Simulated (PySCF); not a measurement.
Dimethylarsine, C₂H₇As.
Numbering: `[CH3:1][AsH:2][CH3:3]` (hydrogens: H4, H5, H6 on C1; H7 on As2; H8, H9, H10 on C3)

Method: core-valence-separated Tamm–Dancoff BHandHLYP/aug-pcX-1 (pcseg-1 on H, def2-SVPD on As) in PySCF, non-relativistic, gas phase, PBE0-D3(BJ)/def2-SVP geometry. BHandHLYP without relativity tends to put these K edges a few eV too low, so spacings mean more than positions.

Problem. List the carbon K-edge absorption lines.

Solution. 
| E (eV) | f | core hole on | main final orbital |
| --- | --- | --- | --- |
| 285.24 | 0.0348 | C1/C3 | LUMO (2 roots, f summed) |
| 285.64 | 0.0614 | C1/C3 | LUMO+1 (2 roots, f summed) |
| 286.17 | 0.0538 | C1/C3 | LUMO+4 (2 roots, f summed) |
| 286.34 | 0.0626 | C1/C3 | LUMO+3 (2 roots, f summed) |
| 286.70 | 0.0163 | C1/C3 | LUMO+2 (2 roots, f summed) |

The first line with a tenth or more of the strongest one's intensity is at 285.24 eV (f = 0.035, sum of 2), with the hole on C1/C3 (methyl carbon). The strongest listed is at 286.34 eV (f = 0.063, sum of 2; C1/C3).

Roots within 0.03 eV whose holes lie on the same, on equivalent or on shared atoms are summed into one line, and the highest roots are left out, as the search may have cut off their partners. Final orbitals are the ground state's empty Kohn–Sham orbitals.

Only the lowest roots of each edge were sought. The BHandHLYP/aug-pcX-1 (pcseg-1 on H, def2-SVPD on As) calculation is non-relativistic and has no spin–orbit coupling, an omission that weighs most on arsenic.

The run took about 8 s of CPU time (one thread, shared machine).
